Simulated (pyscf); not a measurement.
Thermochemistry of product channels of F–Cu (SMILES [F][Cu]) + H₃C–Al(CH₃)–Cl (SMILES [CH3][Al]([CH3])[Cl]) on the singlet surface, in eV, from CCSD(T)/def2-TZVPP + ΔMP2(QZVPP) energies (ideal gas, 1 atm, RRHO with modes under 100 cm⁻¹ raised to 100, one conformer, R ln 2 for rigid chiral ones). PySCF, gas phase, ωB97X-D3(BJ)/def2-SVP geometries. Correlated levels are frozen-core, on RHF or UHF. ΔMP2 is the change of the MP2 total energy from the triple- to the quadruple-zeta basis.

```tsv
products	ΔE	ΔH(298 K)	ΔG(900 K)	ΔG(1200 K)
Cl–Cu (SMILES [Cl][Cu]) + H₃C–Al(CH₃)–F (SMILES [CH3][Al]([CH3])[F])	-1.25	-1.24	-1.23	-1.23
H₃C–Cu (SMILES [CH3][Cu]) + H₃C–Al(F)–Cl (SMILES [CH3][Al]([F])[Cl])	-1.45	-1.45	-1.45	-1.44
```

These are energies of the channels, which say nothing of barriers. The CCSD(T) − MP2 part came from Ansatz, without density fitting, on the same reference. The frozen core leaves the outer d or s,p core shells of the metals and heavy elements correlated in the MP2 and CC values, and def2-TZVPP describes them poorly, which can shift differences by a few kcal/mol.
